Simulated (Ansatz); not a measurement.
A further run on TiCl4.

```yaml
crystal:
  periodic: [false, false, false]
  atoms:
    - {symbol: Ti, position_ang: [0.000004, -0.000005, 0.000001]}
    - {symbol: Cl, position_ang: [0.009840, -0.015095, 2.172689]}
    - {symbol: Cl, position_ang: [2.045195, 0.010001, -0.733474]}
    - {symbol: Cl, position_ang: [-1.031759, 1.776546, -0.707261]}
    - {symbol: Cl, position_ang: [-1.023270, -1.771458, -0.731954]}
basis:
  gaussian: {orbitals: cc-pVTZ}
hamiltonian: {xc: {name: r2SCAN0}, dispersion: d3bj}
output: {forces: true}
```

```sh
$ ansatz run in.yaml --threads 2 --pin off --events-out ev --progress --plain --max-ram 4352MiB
```

Output, abridged:

```
Warning: the engine holds no damping parameters fitted to this dispersion correction and functional, so the run takes those fitted to r2scan0 beside the three-body term, which d3bj leaves out (hamiltonian.dispersion, under Limitations)
Functional definition: r2SCAN0
1785 factors; their error is unknown
mean field evaluation 1: about -73209.4423 eV, gradient 2.3e1 eV
mean field evaluation 2: about -73198.4396 eV, gradient 8.8e1 eV
mean field evaluation 4: about -73210.5303 eV, gradient 5.2e0 eV
mean field evaluation 8: about -73210.5817 eV, gradient 1.6e-2 eV
mean field evaluation 16: about -73211.0247 eV, gradient 8.3e-5 eV
mean field -73211.02471115 eV, -2690.4555339199 hartree, gradient 8.3e-5 eV, S^2 0.000000; 0 other end points of the search recorded, 0 dependent functions left out
reference -73211.02472498 eV, -2690.4555344280 hartree; 45, 45 occupied and 159, 159 virtual orbitals, 1785 factors
Total energy: -73211.10909490 eV, -2690.4586349656 hartree
Atom 0 at     0.000004    -0.000005     0.000001 Å, force    -0.000005     0.000009     0.000016 eV/Å
Atom 1 at     0.009840    -0.015095     2.172689 Å, force    -0.000834     0.001278    -0.185054 eV/Å
Atom 2 at     2.045195     0.010001    -0.733474 Å, force    -0.174175    -0.000859     0.062469 eV/Å
Atom 3 at    -1.031759     1.776546    -0.707261 Å, force     0.087863    -0.151287     0.060228 eV/Å
Atom 4 at    -1.023270    -1.771458    -0.731954 Å, force     0.087152     0.150859     0.062340 eV/Å
Dipole moment:     0.000000    -0.000000     0.000000 e Å
```

Run time 12 s (2 threads of Intel Xeon 6975P-C on a shared host), peak host memory 0.87 GiB.
